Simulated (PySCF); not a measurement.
Start geometry of `O=C=NC1=CC=C(F)C=C1` from GFN2-xTB (Å):
```
atom  x, y, z in Å
O1     4.3365    0.1786    0.0430
C2     3.1800   -0.0408   -0.0118
N3     2.0645   -0.4844   -0.1138
C4     0.7709   -0.2240   -0.0532
C5    -0.1424   -1.2829   -0.3183
C6    -1.5075   -1.0590   -0.2653
C7    -1.9641    0.1995    0.0418
F8    -3.2888    0.4178    0.0828
C9    -1.1195    1.2631    0.3215
C10    0.2432    1.0400    0.2659
H11    0.2476   -2.2540   -0.5340
H12   -2.1951   -1.8612   -0.4543
H13   -1.5505    2.2398    0.5266
H14    0.9181    1.8524    0.4613
```

Problem. What comes out of this run: PySCF, PBE0-D3(BJ)/def2-SVP geometry optimisation, gas phase?

Solution. 
```
atom  x, y, z in Å
O1     4.316    0.440   -0.209
C2     3.208    0.070   -0.220
N3     2.109   -0.410   -0.258
C4     0.749   -0.212   -0.109
C5    -0.119   -1.292   -0.309
C6    -1.492   -1.125   -0.165
C7    -1.991    0.126    0.180
F8    -3.304    0.287    0.321
C9    -1.147    1.212    0.380
C10    0.225    1.042    0.236
H11    0.299   -2.263   -0.577
H12   -2.184   -1.955   -0.316
H13   -1.574    2.180    0.648
H14    0.900    1.886    0.391
```

The energy falls by 16.7 kJ/mol over 15 energy and gradient evaluations, the largest force component goes from 0.0692 to 4.1e-04 Eh/bohr, and the atoms move by 0.038 Å rms after alignment. The bond that changes most is N3–C4 (isocyanate nitrogen to aromatic carbon bearing nitrogen), which lengthens by 0.061 Å. Bonds longer at the end by more than 0.005 Å: 7 of 14; shorter: 4. Among the angles that change most is O1–C2–N3, from 168.9° to 174.7°. Rotational constants go from 5318, 641.3, 572.3 to 5249, 634.9, 566.4 MHz. The orientation of the end geometry is arbitrary; only internal coordinates are fixed.

The run used 160 basis functions and 102 SCF cycles in all.

Not checked by PBE0-D3(BJ)/def2-SVP frequencies. One conformer, not necessarily the lowest.
